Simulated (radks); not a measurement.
Results of a calculation; reference values are marked as such.
Species: W6+. Configuration: [Xe] 4f14. Level of theory: non-relativistic Kohn-Sham, PBE, spin-polarised, spherical densities, point nucleus; relativity is left out, which matters for an element this heavy (a radial shooting solver on a logarithmic mesh with Libxc functionals).

Radial electron density D(r) = 4 pi r^2 rho(r):

```
   r/bohr * D(r) (the largest magnitude, 131, reaches the edge; | marks zero)
 0.001773 |   *
 0.002346 |     *
 0.003079 |        *
 0.004042 |             *
 0.005348 |                   *
 0.007019 |                          *
 0.009213 |                                *
  0.01219 |                                     *
    0.016 |                                       *
    0.021 |                                     *
  0.02779 |                                   *
  0.03648 |                                       *
  0.04788 |                                                 *
  0.06335 |                                                      *
  0.08315 |                                                 *
   0.1091 |                                           *
   0.1444 |                                                *
   0.1895 |                                               *
   0.2508 |                               *
   0.3292 |                          *
   0.4321 |                               *
   0.5717 |                      *
   0.7504 |           *
    0.985 |      *
    1.303 |   *
    1.711 |*
    2.245 *
    2.971 *
      3.9 *
```

D(r) has 4 maxima, at r = 0.0153, 0.0628, 0.164, 0.429 bohr, and minima at 0.0267, 0.109, 0.306 bohr, inside which lie 1.94, 11.39, 30.28 electrons.
